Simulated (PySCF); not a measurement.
Isomers of C3H15NSi3, one GFN2-xTB conformer each. Single-point energies are computed at PBE0/pcSseg-1 (PySCF, gas phase, no added dispersion term), electronic only.

```json
{"SMILES": "CN(C)[SiH2][Si@H](C)[SiH3]", "GFN2-xTB relative energy (kcal/mol)": "0.0"}
{"SMILES": "C[SiH2][Si@](C)(N)C[SiH3]", "GFN2-xTB relative energy (kcal/mol)": "4.3"}
{"SMILES": "CN[SiH]([SiH2]C)[SiH2]C", "GFN2-xTB relative energy (kcal/mol)": "5.2"}
```

Conformers: `[CH3:1][N:2]([CH3:3])[SiH2:4][Si@H:5]([CH3:6])[SiH3:7]` with C1–N2–Si4–Si5 164°, N2–Si4–Si5–C6 -51°; `[CH3:1][SiH2:2][Si@:3]([CH3:4])([NH2:5])[CH2:6][SiH3:7]` with C1–Si2–Si3–C4 -73°, Si2–Si3–N5–H -57° and 165°, Si2–Si3–C6–Si7 173°; `[CH3:1][NH:2][SiH:3]([SiH2:4][CH3:5])[SiH2:6][CH3:7]` with C1–N2–Si3–Si4 -67°, N2–Si3–Si4–C5 -167°, N2–Si3–Si6–C7 177°.

Task: What does PBE0/pcSseg-1 give for the same structures?

Result: 
```csv
SMILES,PBE0/pcSseg-1 E (Eh),PBE0/pcSseg-1 (kcal/mol),GFN2-xTB (kcal/mol),point group
C[SiH2][Si@](C)(N)C[SiH3],-1045.99058,0.0,4.3,C1
CN[SiH]([SiH2]C)[SiH2]C,-1045.95939,19.6,5.2,C1
CN(C)[SiH2][Si@H](C)[SiH3],-1045.94303,29.8,0.0,C1
```

GFN2-xTB puts CN(C)[SiH2][Si@H](C)[SiH3] lowest instead; measured from each level's own lowest isomer, the values differ by up to 29.8 kcal/mol (CN(C)[SiH2][Si@H](C)[SiH3]: 0.0 against 29.8). As drawn, the lowest has an N–H bond, which the highest lacks.

Task: Which frontier levels, dipoles and rotational constants go with these structures?

Result: 
```csv
SMILES,"HOMO (eV, PBE0/pcSseg-1)",LUMO (eV),dipole (D),"A, B, C (MHz)"
C[SiH2][Si@](C)(N)C[SiH3],-7.02,0.26,0.67,"1945, 755.1, 675.6"
CN[SiH]([SiH2]C)[SiH2]C,-6.28,-0.64,0.53,"1244, 1118, 656.6"
CN(C)[SiH2][Si@H](C)[SiH3],-6.31,-0.28,1.53,"2714, 650.2, 581.8"
```
